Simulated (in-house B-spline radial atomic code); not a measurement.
**KLI/ALDAx excitations of Ag35+**

Method: KLI/ALDAx. Computed with an all-electron radial atomic-structure program (B-spline basis): linear response of the closed shell [Ne] 3s2 with the adiabatic LDA exchange kernel on the exchange-only KLI potential; non-relativistic, point nucleus, no spin-orbit coupling, no double excitations, S, P, D and F terms only.

Without relativity these are model numbers for so heavy an element.

Command:
```bash
python run_td.py task.json out
```
Settings (radii: box in bohr, nucleus in fm):
```
Z                        47
electrons                12
configuration            [Ne] 3s2
hamiltonian              nr
method                   kli
box_radius               3.57
intervals                67
```

Time taken, with all properties: 0.1 s on 1 thread of Intel(R) Xeon(R) 6975P-C (Granite Rapids), on a shared host.

The lowest states, in the order of their Tamm-Dancoff energies; the method's threshold (minus the highest occupied level) is 2233.55 eV. Labels give the largest channel, * marks a mixed state, and oscillator strengths are full-response dipole values. Semilocal kernels can invert the small singlet-triplet splittings of Rydberg terms. Energies in eV:

| state | full response | Tamm-Dancoff | oscillator strength |
| --- | --- | --- | --- |
| 3s → 3p 3P | 64.78 | 65.67 | - |
| 3s → 3p 1P | 94.98 | 97.55 | 0.375 |
| 3s → 3d 3D | 175.98 | 176.22 | - |
| 3s → 3d 1D | ? | ? | - |
| 3s → 4s 3S | 1017.33 | 1017.34 | - |
| 3s → 4s 1S | ? | ? | - |
| 3s → 4p 3P | 1049.15 | 1049.17 | - |
| 3s → 4p 1P | 1052.15 | 1052.18 | 0.692 |
| 3s → 4d 3D | 1090.39 | 1090.40 | - |
| 3s → 4d 1D | 1092.75 | 1092.75 | - |
| 3s → 4f 3F | 1116.61 | 1116.65 | - |
| 3s → 4f 1F | 1122.26 | 1122.26 | - |
| 3s → 5s 3S | 1471.69 | 1471.69 | - |
| 3s → 5s 1S | 1474.38 | 1474.41 | - |
| 3s → 5p 3P | 1487.74 | 1487.75 | - |
| 3s → 5p 1P | 1488.84 | 1488.85 | 0.192 |

(1) Where does 3s → 4s 1S lie?

(2) Where does 3s → 3d 1D lie?

(3) How large is the singlet-triplet splitting of 3s → 3p (P terms) in Tamm-Dancoff?

(4) What polarisabilities and dispersion coefficient does the method give?

## Answers

(1) At 1025.16 eV in full response, 1025.22 eV in Tamm-Dancoff.

(2) At 187.78 eV in full response, 187.81 eV in Tamm-Dancoff.

(3) 31.9 eV, from the unrounded values.

(4) Dipole 0.03173 bohr³, quadrupole 0.001315 bohr⁵, C6 0.002825 hartree·bohr⁶ for two such species.
